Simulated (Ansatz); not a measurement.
Input file:

```yaml
crystal:
  periodic: [false, false, false]
  atoms:
    - { symbol: Al, position_ang: [-0.232889, -0.02472, 0.732746] }
    - { symbol: Br, position_ang: [1.990387, -1.437262, -1.888335] }
    - { symbol: H, position_ang: [2.012097, -1.272402, -0.422343] }
    - { symbol: O, position_ang: [-1.513468, 1.06816, 0.771688] }
    - { symbol: H, position_ang: [-2.256127, 1.666225, 0.806145] }
basis:
  gaussian: { orbitals: def2-SVP }
hamiltonian:
  xc: pbe0
  dispersion: d4
relax:
  f_tol: 0.03
  max_steps: 50
```

Launched with:

```bash
$ ansatz run input.yaml --threads 2 --pin off --max-ram 3072MiB --backend cpu --events-out ev --progress --plain --runs-dir out
```

Hardware: 2 threads of Intel(R) Xeon(R) Platinum 8259CL CPU @ 2.50GHz (Skylake/Cascade Lake), on a shared host.

Question: Roughly how long does this run take, and how much memory?

Answer: 27 s, with a peak of 0.16 GiB, for 20 ionic steps.
